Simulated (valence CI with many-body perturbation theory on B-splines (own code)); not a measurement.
Results of a calculation; reference values are marked as such.
Tc11+: magnetic and hyperfine properties of the levels

Method: valence CI with perturbative core correlation (CI+MBPT): four valence electrons over a frozen Dirac-Fock core [Ar] 3d10, a basis of 11 s, 11 p, 9 d, 7 f, 5 g, 2 h, 1 i functions for each j, with the one-electron correlation potential Σ1 (screened to all orders), the two-electron term Σ2, the three-electron term Σ3, Breit, model QED; selected single and double excitations, second order for the rest, scaled by the run's own slope (own B-spline code, finite nucleus).

No measured levels were compared; by estimate levels hold to about 250 cm⁻¹ or 0.2 % of their energy and the worst to 1 %, as in measured heavy ions of charge 2 to 7; those with d or f electrons hold less well.

A/g_I is the dipole constant over the nuclear g factor μ/I (μ in nuclear magnetons, uniformly magnetised nucleus), B/Q the quadrupole constant per barn. Both hold the static response of the core; the bare values leave it out. Large factors of s and p1/2 electrons are usually good to 5 to 10 %; those of open d and f shells near neutrality can be off by tens of per cent, and small factors of p3/2, d and f electrons come from cancelling terms and can be off by a factor of two or in sign, in half-filled shells by more. B is blank for J = 1/2, where it vanishes, and for nearly pure S terms. Energies count from the lowest level. Levels with J = 0 are left out.

Names give the largest LS component (configuration and term), which can be under half, so a name can repeat, a term be missing and a line seem to break the LS rules; names also repeat where a configuration has a term twice.

```tsv
Level	E (cm⁻¹)	g	A/g_I (MHz)	A/g_I bare	B/Q (MHz/b)	B/Q bare
4s²4p² ³P_1	21520	1.500	-711	-788	4210	3890
4s²4p² ³P_2	31994	1.328	8850	8190	-230	-216
4s²4p² ¹D_2	63825	1.172	5620	5240	8570	7920
4s4p³ ⁵S°_2	220940	1.964	23900	22300		
4s4p³ ³D°_1	272580	0.652	-13800	-12900	6200	5730
4s4p³ ³D°_2	274180	1.242	16000	15000	10200	9390
4s4p³ ³D°_3	282800	1.333	21900	20500	-652	-588
4s4p³ ³P°_1	312920	1.381	27200	25400	-6540	-6030
4s4p³ ³P°_2	316490	1.369	15300	14300	-9710	-8990
4s4p³ ¹D°_2	349740	1.089	13600	12700	-2200	-2070
4s4p³ ³S°_1	362420	1.653	-6090	-5780	48.5	44.1
4s4p³ ¹P°_1	398090	1.312	-6830	-6450	0.387	12.1
4s²4p4d ³F°_2	414410	0.688	7260	6880	5430	4950
4s²4p4d ³F°_3	427190	1.089	4370	4120	5530	5030
4s²4p4d ³F°_4	447240	1.250	2150	2000	10100	9210
4s²4p4d ³P°_2	450610	1.231	-20.1	18.0	-456	-479
4s²4p4d ³D°_1	460600	0.896	-4700	-4360	1210	1100
4s²4p4d ¹D°_2	472780	1.135	1170	1060	-640	-639
4s²4p4d ³P°_1	482880	1.124	2990	2840	-4400	-4040
4s²4p4d ³D°_3	484900	1.308	3570	3320	-4220	-3910
4s²4p4d ³D°_2	486800	1.280	3580	3370	-5790	-5330
4s²4p4d ¹F°_3	519680	1.019	3080	2910	9180	8410
4s²4p4d ¹P°_1	527160	0.980	-1530	-1380	1260	1140
4p⁴ ³P_2	554550	1.388	5100	4800	1620	1500
4p⁴ ³P_1	581570	1.498	1090	1050	-3180	-2940
4p⁴ ¹D_2	588830	1.111	9470	8880	-10800	-9940
4s4p²4d ⁵F_1	610880	0.092	-18000	-16800	-74.2	-101
4s4p²4d ⁵F_2	614680	1.068	4750	4490	2460	2230
4s4p²4d ⁵F_3	621340	1.300	9080	8540	4120	3720
4s4p²4d ⁵F_4	631830	1.368	10200	9550	3830	3440
4s4p²4d ⁵D_1	635730	1.431	14200	13300	-4690	-4300
4s4p²4d ⁵D_2	637310	1.398	13300	12500	-5800	-5320
4s4p²4d ⁵D_3	639730	1.400	14100	13200	-5170	-4780
4s4p²4d ⁵F_5	643600	1.389	12500	11700	-6320	-5940
```

**Question.** Take the isotope of mass number 99, with I = 9/2, μ = 5.678 μN and Q = -0.129 b. What is the hyperfine structure of 4s²4p² ¹D_2?

**Answer.** From the table A = 7090 MHz, B = -1110 MHz. Shifts from the centre of gravity in MHz: F = 5/2: -78500, F = 7/2: -53200, F = 9/2: -20900, F = 11/2: 18000, F = 13/2: 63500.
